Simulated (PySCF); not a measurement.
**Tc⁺: interval between two levels**

Tc⁺ [Kr] 4d5 5s1 [7S3, M_J = 3] → Tc⁺ [Kr] 4d6 [5D4, M_J = 4], as a difference of total energies. All numbers are calculated (PySCF 2.14, the two-component X2C-1e Hamiltonian, in x2c-TZVPall-2c (8s9p7d1f, 77 functions)). Correlated levels: [Ar] 3d10 frozen; the 6 highest virtual spinors dropped. "Screened" scales the spin-orbit matrix elements by Boettger's factors to mimic the two-electron term; Breit and QED terms are absent.

```csv
method,interval between two levels (cm⁻¹)
GHF (spin-free),12368
GMP2 (spin-free),8964.5
GHF (screened spin-orbit),11687
GMP2 (screened spin-orbit),8181.3
```

The labels give the starting determinants; with spin-orbit coupling the two ends relaxed to ⟨J²⟩ = 12.00, ⟨L²⟩ = 0.02, ⟨S²⟩ = 11.99 and ⟨J²⟩ = 20.05, ⟨L²⟩ = 6.09, ⟨S²⟩ = 5.99.
